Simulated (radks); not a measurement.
Task: Valence configurations of Ho (all share [Xe]). All-electron calculation, Dirac Kohn-Sham, PBE, spin-unpolarised, spherical densities, finite nucleus; open shells fill j = l - 1/2 first; Fermi nuclear charge, rms radius 5.2022 fm. Program: a radial shooting solver on a logarithmic mesh with Libxc functionals. Order these by energy: 4f10 6s2 6p1; 4f11 6s2; 4f11 6s1 6p1; 4f10 5d1 6s2; 4f11 6p2; 4f10 5d1 6s1 6p1; 4f9 6s2 6p2; 4f9 5d2 6s1 6p1.

Result: From the lowest, in eV above it: 4f11 6s2 0.000; 4f11 6s1 6p1 2.551; 4f10 5d1 6s2 3.830; 4f10 6s2 6p1 5.200; 4f11 6p2 5.232; 4f10 5d1 6s1 6p1 6.688; 4f9 5d2 6s1 6p1 15.994; 4f9 6s2 6p2 19.324. NIST lists [Xe] 4f11 6s2 as the ground configuration; this level of theory agrees among the configurations tried. The energies are those of spherical spin-averaged densities, not of single terms. No valid solution was reached for [Xe] 4f12 6s1; [Xe] 4f12 6s0.5 6p0.5.
